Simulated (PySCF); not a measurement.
Correlation energy of N⁺ (nitrogen, charge +1)

[He] 2s1 2p3, high-spin 5S determinant (an excited configuration). Computed with PySCF 2.14 in x2c-QZVPPall, with the spin-free X2C one-electron Hamiltonian (Gaussian nucleus). Frozen: nothing; 6 electrons correlated.

| level | correlation energy (mhartree) |
| --- | --- |
| CCSD | -58.75 |
| (T) | -0.28 |
| CCSD(T) | -59.03 |

Diagnostics: T1 = 0.0014, D1 = 0.0026, largest double amplitude 0.019.

Cost of the coupled-cluster step: of the order of 8 core-seconds, for 6 correlated electrons.

This basis was not built for core-valence correlation, so the inner-shell part is incomplete.
